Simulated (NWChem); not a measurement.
CdHOCl; SMILES [OH][Cd][Cl]

```xyz
4

Cd     0.0076     0.2807     0.0000
Cl    -0.0198    -2.0089     0.0000
O     -0.1040     2.2577     0.0000
H      0.8048     2.6180     0.0000
```
Atoms are numbered in this order, from 1.

Program: NWChem. All runs use the structure optimised with PBE-D3(BJ)/def2-SVP. def2 effective core potentials on Cd; no spin-orbit coupling. Level SCAN/def2-SVP: energy and gradient on several grids; changes count from the extra-fine grid, which is no exact limit either.

```
grid     size of the energy change (μHa)  largest change of a gradient component (μHa/bohr)
-------  -------------------------------  -------------------------------------------------
xcoarse                            10000                                              10000
coarse                              2000                                                900
medium                              3000                                                400
fine                                 300                                                400
xfine                               < 10                                               < 30
```
